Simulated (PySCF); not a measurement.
2-pyrimidin-2-yl-1,3-thiazole (C₇H₅N₃S), SMILES c1cnc(s1)-c1ncccn1.

Coordinates come from a B3LYP-D3(BJ)/def2-SVP optimisation. The values are those of a single conformer.

Vertical ionisation energy (IE) and electron affinity (EA) in eV. Rows of orbital energies are one-electron estimates. Where ΔSCF, EOM or ADC give a negative EA the extra electron is unbound and the value depends on the basis.

| level | IE | EA |
|---|---|---|
| −ε(HOMO), −ε(LUMO), HF/def2-SVP (PySCF) | 8.80 | -1.52 |
| −ε(HOMO), −ε(LUMO), PBE/def2-SVP (PySCF) | ___ | ___ |

**Question.** What belongs in the gaps? (The exact figures need the calculation; the answer reports its results.)

**Answer.** 
- −ε(HOMO), −ε(LUMO), PBE/def2-SVP (PySCF), IE: 5.69
- −ε(HOMO), −ε(LUMO), PBE/def2-SVP (PySCF), EA: 2.68
